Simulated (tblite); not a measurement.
C4H8BCl2Ga.
Atom-mapped SMILES: `[CH3:1][C:2]#[C:3][B@@H-:4]1[Cl+:5][Ga@@H-:6]([CH3:7])[Cl+:8]1` (hydrogens: H9, H10, H11 on C1; H12 on B4; H13 on Ga6; H14, H15, H16 on C7)
Bond orders are those of one Lewis drawing.

Computed with GFN2-xTB (tblite), gas phase: L-BFGS steps from a force-field or distance-geometry start until the largest atomic force falls under 0.01 eV/Å.

Step 73: E = -659.5146 eV
```
atom  x, y, z in Å  |  force x, y, z in eV/Å
C1     -3.7076   -0.5468   -0.6391    0.021   0.020  -0.026
C2     -2.4593    0.1743   -0.7740    0.006   0.006   0.020
C3     -1.4286    0.7906   -0.8788   -0.042  -0.089  -0.018
B4     -0.0496    1.4374   -0.9870   -0.016  -0.001  -0.052
Cl5     1.2165    0.0443   -1.3886   -0.016   0.005  -0.001
Ga6     1.6328   -0.0846    0.8582    0.037  -0.003   0.037
C7      3.6117    0.0898    1.2392   -0.004   0.043   0.006
Cl8     0.5466    1.9324    0.7589   -0.007   0.005   0.021
H9     -4.3225   -0.4105   -1.5305    0.038   0.013   0.046
H10    -3.5092   -1.6120   -0.5077   -0.001   0.055   0.000
H11    -4.2530   -0.1779    0.2302   -0.005  -0.016  -0.025
H12     0.1078    2.3332   -1.7360    0.005  -0.010   0.033
H13     0.5994   -1.0957    1.4573    0.020   0.013  -0.012
H14     4.1550   -0.8056    0.9258    0.014   0.024   0.014
H15     3.8463    0.2687    2.2916   -0.044  -0.043  -0.018
H16     4.0060    0.9388    0.6694   -0.003  -0.023  -0.027
```

Step 74: E = -659.5156 eV
```
atom  x, y, z in Å  |  force x, y, z in eV/Å
C1     -3.7139   -0.5452   -0.6400    0.010   0.002  -0.021
C2     -2.4649    0.1728   -0.7728   -0.045  -0.019   0.024
C3     -1.4341    0.7859   -0.8823    0.053  -0.013  -0.002
B4     -0.0551    1.4342   -0.9887   -0.020   0.005  -0.050
Cl5     1.2078    0.0404   -1.3891    0.001   0.014  -0.004
Ga6     1.6413   -0.0769    0.8552    0.041  -0.006   0.024
C7      3.6190    0.0905    1.2398    0.003   0.045   0.011
Cl8     0.5455    1.9336    0.7577   -0.018  -0.012   0.013
H9     -4.3241   -0.4080   -1.5331    0.005   0.026   0.021
H10    -3.5170   -1.6108   -0.5127   -0.002   0.037   0.022
H11    -4.2616   -0.1767    0.2280    0.001  -0.023  -0.029
H12     0.1018    2.3338   -1.7339    0.004  -0.028   0.027
H13     0.6202   -1.0943    1.4592   -0.003   0.002  -0.002
H14     4.1611   -0.8073    0.9299    0.006   0.033   0.021
H15     3.8426    0.2660    2.2957   -0.031  -0.043  -0.030
H16     4.0237    0.9384    0.6759   -0.004  -0.021  -0.024
```

Step 75: E = -659.5163 eV
```
atom  x, y, z in Å  |  force x, y, z in eV/Å
C1     -3.7336   -0.5399   -0.6577    0.017   0.018  -0.028
C2     -2.4763    0.1680   -0.7682    0.026   0.026   0.008
C3     -1.4393    0.7744   -0.8667   -0.049  -0.047   0.009
B4     -0.0596    1.4197   -0.9734   -0.009  -0.002  -0.031
Cl5     1.1961    0.0202   -1.3713    0.017   0.018   0.011
Ga6     1.6564   -0.0757    0.8713    0.033  -0.007   0.011
C7      3.6380    0.1001    1.2320    0.017   0.048   0.026
Cl8     0.5483    1.9283    0.7700   -0.022  -0.028   0.005
H9     -4.3288   -0.3885   -1.5591    0.007   0.022   0.033
H10    -3.5498   -1.6081   -0.5368    0.005   0.025   0.022
H11    -4.2907   -0.1735    0.2053    0.002  -0.018  -0.028
H12     0.0984    2.3175   -1.7200    0.003  -0.026   0.013
H13     0.6466   -1.0930    1.4963    0.002   0.007  -0.007
H14     4.1795   -0.7974    0.9199    0.000   0.031   0.021
H15     3.8705    0.2778    2.2865   -0.031  -0.038  -0.061
H16     4.0366    0.9465    0.6605   -0.016  -0.028  -0.005
```

Step 76: E = -659.5170 eV
```
atom  x, y, z in Å  |  force x, y, z in eV/Å
C1     -3.7427   -0.5363   -0.6683    0.001   0.014  -0.003
C2     -2.4824    0.1659   -0.7661    0.033   0.028  -0.004
C3     -1.4433    0.7690   -0.8598   -0.035  -0.030   0.006
B4     -0.0626    1.4111   -0.9652    0.002  -0.016  -0.005
Cl5     1.1895    0.0077   -1.3590    0.024   0.020   0.014
Ga6     1.6650   -0.0763    0.8822    0.013  -0.002  -0.001
C7      3.6475    0.1064    1.2270    0.022   0.032   0.018
Cl8     0.5464    1.9221    0.7788   -0.021  -0.030   0.000
H9     -4.3298   -0.3769   -1.5725   -0.009   0.020   0.009
H10    -3.5663   -1.6052   -0.5493    0.013  -0.001   0.015
H11    -4.3041   -0.1718    0.1917   -0.013  -0.004  -0.009
H12     0.0983    2.3075   -1.7114    0.004  -0.014  -0.002
H13     0.6606   -1.0919    1.5180    0.003   0.002  -0.005
H14     4.1887   -0.7905    0.9133    0.002   0.021   0.016
H15     3.8868    0.2846    2.2794   -0.025  -0.023  -0.047
H16     4.0406    0.9510    0.6499   -0.015  -0.016   0.000
```

Task: Estimate the geometry and energy of step 77. (The exact step hangs on the optimiser's Hessian estimate; all steps are aligned on step 76, rigid shifts and turns removed.)

Result: E = -659.5174 eV, largest force 0.036 eV/Å
```
atom  x, y, z in Å  |  force x, y, z in eV/Å
C1     -3.7540   -0.5313   -0.6829   -0.007   0.010   0.011
C2     -2.4899    0.1649   -0.7662    0.006   0.010  -0.012
C3     -1.4486    0.7645   -0.8528    0.000  -0.012   0.001
B4     -0.0647    1.3998   -0.9531    0.007  -0.022   0.011
Cl5     1.1824   -0.0098   -1.3393    0.025   0.019   0.013
Ga6     1.6740   -0.0792    0.8995    0.002   0.001  -0.007
C7      3.6593    0.1145    1.2197    0.016   0.016   0.001
Cl8     0.5408    1.9112    0.7921   -0.017  -0.026   0.002
H9     -4.3327   -0.3626   -1.5906   -0.010   0.010   0.003
H10    -3.5856   -1.6014   -0.5653    0.020  -0.008  -0.002
H11    -4.3204   -0.1692    0.1742   -0.025   0.012   0.007
H12     0.1027    2.2945   -1.6991    0.007  -0.007  -0.013
H13     0.6769   -1.0923    1.5506    0.006  -0.002  -0.005
H14     4.2005   -0.7808    0.9019    0.002   0.012   0.009
H15     3.9123    0.2958    2.2675   -0.020  -0.006  -0.029
H16     4.0393    0.9579    0.6324   -0.010  -0.008   0.009
```

The energy changes by -0.0005 eV. The first-order estimate −F·Δx gives -0.0007 eV and the mean of the old and new forces, exact on a quadratic surface, -0.0005 eV. The step makes an angle of 86° with the force vector and moves no atom by more than 0.036 Å.

What follows is the cost of the whole relaxation. Time: 2.1 s wall. Hardware: one thread, Arm Neoverse N1 (aarch64), on a shared host.
